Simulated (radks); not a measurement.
Values are calculated unless marked as measured or tabulated.
Numerical settings for the krypton ion Kr2+, [Ar] 3d10 4s2 4p4. Level of theory: scalar-relativistic Kohn-Sham, PBE, spin-polarised, spherical densities, finite nucleus; open shells are filled with parallel spins first; Fermi nuclear charge, rms radius 4.1884 fm (a radial shooting solver on a logarithmic mesh with Libxc functionals). The defaults (mesh step 0.008 in ln r, mesh end at 40 bohr or more with all orbitals vanishing there, Anderson mixing 0.5 over 9 steps, residual threshold near 1e-9 with the energy settled to 1e-9 hartree or 1e-11 of itself, here a cap of 75 iterations) give E = -2788.8285 hartree and 4p at -29.800 eV in 15 iterations. Run on one thread of a shared host, so times are rough (Arm Neoverse V1): 0.18 s of CPU time, 0.18 s wall, 15 iterations on 2198 mesh points. Changes against that run (0 stands for a change within the tolerance of the run):

| setting | iterations | converged | E (mhartree) | e(4p) (meV) | CPU (s) |
|---|---|---|---|---|---|
| mesh step in ln r 0.005 | 19 | yes | 0 | 0 | 0.31 |
| mesh step in ln r 0.012 | 15 | yes | 0 | 0 | 0.12 |
| mesh step in ln r 0.05 | 14 | yes | +0.000159 | -0.00331 | 0.04 |
| mesh end (bohr) 400 | 15 | yes | 0 | 0 | 0.18 |
| mesh end (bohr) 5 | 15 | yes | +4.73 | +148 | 0.16 |
| residual threshold 0.01 | 10 | yes | 0 | -0.271 | 0.13 |
| residual threshold 0.001 | 10 | yes | 0 | -0.271 | 0.13 |
| mixing 0.2 | 21 | yes | 0 | 0 | 0.23 |
| linear mixing, mixing 0.2 | 75 | no | 0 | 0 | 0.68 |
| linear mixing, mixing 0.05 | 75 | no | +0.607 | -191 | 0.81 |
| mixing history 2 | 25 | yes | 0 | 0 | 0.24 |
| iteration cap 5 | 5 | no | +1.88 | +393 | 0.07 |

Settings that end as converged yet miss the energy by more than 1 mhartree: mesh end (bohr) 5 (+0.00473 hartree). A mesh that ends early acts as a hard wall.
